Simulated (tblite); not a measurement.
Species: C₅H₁₂NSi (doublet state).
SMILES with atom numbers: `[CH3:1][CH2:2][CH2:3][CH:4]/[CH:5]=[N:6]/[SiH3:7]` (hydrogens: H8, H9, H10 on C1; H11, H12 on C2; H13, H14 on C3; H15 on C4; H16 on C5; H17, H18, H19 on Si7)

Computed geometry: GFN2-xTB, gas phase. This method treats the open shell by occupation alone, without spin polarisation.

Question: Give the optimised bond lengths and angles.

Answer: 
```
                     bond  length (Å)
                    C1–C2       1.523
                    C2–C3       1.538
                    C3–C4       1.479
                    C4–C5       1.381
                    C5=N6       1.298
                   N6–Si7       1.699
     C1–H8, C1–H9, C1–H10       1.088
           C2–H11, C2–H12       1.092
           C3–H13, C3–H14       1.094
                   C4–H15       1.081
                   C5–H16       1.098
Si7–H17, Si7–H18, Si7–H19       1.467
```

Bonds in one row agree within 0.01 Å and their mean is given. A selection of angles:
```
      angle  degrees
   C2–C1–H8    110.5
   C2–C1–H9    110.4
   H8–C1–H9    108.3
  H9–C1–H10    108.7
   C1–C2–C3    111.3
  C1–C2–H11    109.7
  C3–C2–H11    109.0
 H11–C2–H12    107.9
   C2–C3–C4    111.9
  C2–C3–H13    107.8
  C2–C3–H14    109.8
  C4–C3–H13    108.9
 H13–C3–H14    108.1
   C3–C4–C5    124.4
  C3–C4–H15    117.7
  C5–C4–H15    117.8
   C4–C5–N6    121.3
  C4–C5–H16    117.2
  N6–C5–H16    121.5
  C5–N6–Si7    133.8
 N6–Si7–H17    104.3
 N6–Si7–H19    117.7
H17–Si7–H18    111.6
H17–Si7–H19    109.3
```

Torsions: C1–C2–C3–C4 65° (synclinal); C2–C3–C4–C5 -125° (anticlinal); C3–C4–C5–N6 179° (antiperiplanar); C4–C5–N6–Si7 180° (antiperiplanar). The mirror-image conformer, all signs reversed, is as good.

C5 (carbon bonded to C, N and H) is planar (angles 121.5°, 121.3° and 117.2°, sum 360.0°, 0.00 Å off the plane of its three neighbours). N6 (nitrogen bonded to C and Si) is bent (angle 133.8°). C4 (carbon bonded to 2 C and H) is planar (angles 124.4°, 117.8° and 117.7°, sum 360.0°, 0.01 Å off the plane of its three neighbours). The 4 C–C bonds span 1.381 Å (C4–C5, drawn single in one of several resonance forms) to 1.538 Å (C2–C3, drawn single), a spread of 0.157 Å. Si7 (silicon bonded to N and 3 H) is distorted tetrahedral (angles from 104.1° to 117.7°). Of the pairs four or more bonds apart, C4···H9 is among the closest relative to their van der Waals radii: 2.71 Å, 93 % of the sum of Bondi's values.

Point group: C1 (no symmetry element, even within 0.4 Å). Its GFN2-xTB frequencies are all real (lowest 32 cm⁻¹). 3 starts were optimised and ended at 0.00, 0.28 and 0.31 kcal/mol (GFN2-xTB); the lowest of these is shown.
